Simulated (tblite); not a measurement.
A tight-binding relaxation on `C(NB(N)NCCC)(=O)C`.

Computed with GFN2-xTB geometry optimisation, gas phase (tblite 0.8.0). Start geometry: from a force field or distance geometry. The command runs a driver script over a list of jobs; the input below is this job's line of settings and its coordinates in Å.

Command:
```bash
OMP_NUM_THREADS=1 python probes_run.py task.json out
```

Input:
```
{"job": {"kind": "relax", "xc": "GFN2-xTB", "basis": "xTB"}, "charge": 0, "multiplicity": 1}
C      3.507300     1.031800     0.255400
C      2.537400    -0.123400     0.394600
C      1.289700     0.066800    -0.408900
N      0.439200    -1.041300    -0.233600
B     -0.855000    -1.081800    -0.918200
N     -0.889700    -1.408400    -2.416100
N     -2.149700    -0.487000    -0.390700
C     -2.152300     0.155900     0.894000
C     -3.359600     0.742100     1.482500
O     -1.083800     0.218500     1.562600
H      3.510900     1.621500     1.213100
H      3.190000     1.743800    -0.542700
H      4.514900     0.632000     0.108500
H      2.256000    -0.165700     1.474300
H      3.087800    -1.054500     0.126700
H      1.626800     0.089800    -1.473400
H      0.834000     1.064700    -0.232100
H      0.677700    -1.766800     0.447700
H     -1.722600    -2.036700    -2.553400
H     -1.162100    -0.513400    -2.873400
H     -3.058500    -0.521200    -0.903800
H     -4.231600     0.844200     0.804500
H     -3.719100     0.217200     2.408000
H     -3.099500     1.791600     1.781900
```

Task: What does the run print?

Result: 
```
step      E/eV     max force
  0    -868.31209    3.989
  1    -868.74663    3.902
  2    -868.93014    1.245
  3    -869.03186    0.869
  4    -869.12990    0.635
  5    -869.16825    0.684
  6    -869.22972    0.621
  7    -869.27177    0.665
  8    -869.33269    0.693
  9    -869.38628    0.618
... (186 lines left out)
196    -870.99862    0.020
197    -870.99872    0.020
198    -870.99879    0.015
199    -870.99883    0.016
200    -870.99888    0.015
201    -870.99892    0.013
202    -870.99897    0.012
203    -870.99900    0.011
204    -870.99903    0.010
205    -870.99905    0.008
```

«max force» is the largest atomic force in eV/Å.

Task: From which step on does the largest force stay under 0.1 eV/Å, and how much energy is left to gain from there?

Result: From step 187 (0.038 eV/Å), 3.3 meV above the end.

Summary of the converged run: energy lowered by 62.0 kcal/mol over 205 steps; largest atomic force 0.008 eV/Å at the end.

Task: Give the final coordinates.

Result: 1.224 Å rms from the input after alignment:
```
atom  x, y, z in Å
C1     3.9570    0.2235   -0.1652
C2     2.5252    0.0264    0.3162
C3     1.5117    0.6942   -0.6221
N4     0.1538    0.4976   -0.1841
B5    -0.8499   -0.3103   -0.7182
N6    -0.7135   -1.0783   -1.8928
N7    -2.1519   -0.3755   -0.0391
C8    -2.5263    0.2380    1.1074
C9    -3.9579   -0.0542    1.5277
O10   -1.7984    0.9612    1.7605
H11    4.1944    1.2832   -0.2322
H12    4.0944   -0.2201   -1.1493
H13    4.6592   -0.2415    0.5224
H14    2.4100    0.4499    1.3159
H15    2.2967   -1.0394    0.3786
H16    1.6257    0.2841   -1.6289
H17    1.7304    1.7689   -0.6731
H18   -0.0676    0.9643    0.6853
H19   -1.4534   -1.6274   -2.2875
H20    0.1281   -1.1008   -2.4364
H21   -2.8640   -0.9471   -0.4684
H22   -4.6479    0.2534    0.7443
H23   -4.0831   -1.1205    1.7066
H24   -4.1843    0.4902    2.4398
```

Time: 3.0 s. Hardware: one thread of an Arm Neoverse N1, shared host with 64 logical CPUs at a one-minute load of 52.
Labels such as C1 count atoms from 1, the log's own numbers from 0.
